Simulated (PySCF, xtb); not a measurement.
C3H5O, SMILES [CH]=C(C)O, multiplicity 2. The values are those of a single conformer.

Harmonic wavenumbers (cm⁻¹) from GFN2-xTB in xtb at its own minimum, in rising order: 104, 357, 385, 421, 451, 589, 683, 889, 995, 1032, 1134, 1197, 1382, 1455, 1464, 1727, 3023, 3033, 3069, 3223, 3540.

Task: What does PBE-D3(BJ)/def2-SVP (PySCF) give at its own minimum? (An estimate is asked for; the answer gives what the named calculation found.)

Result: 173, 378, 426, 432, 480, 505, 720, 883, 965, 1005, 1149, 1271, 1339, 1391, 1394, 1665, 2972, 3048, 3106, 3219, 3684. Paired by order, the mean absolute difference is 44 cm⁻¹ and the zero-point energies are 43.1 and 43.2 kcal/mol.
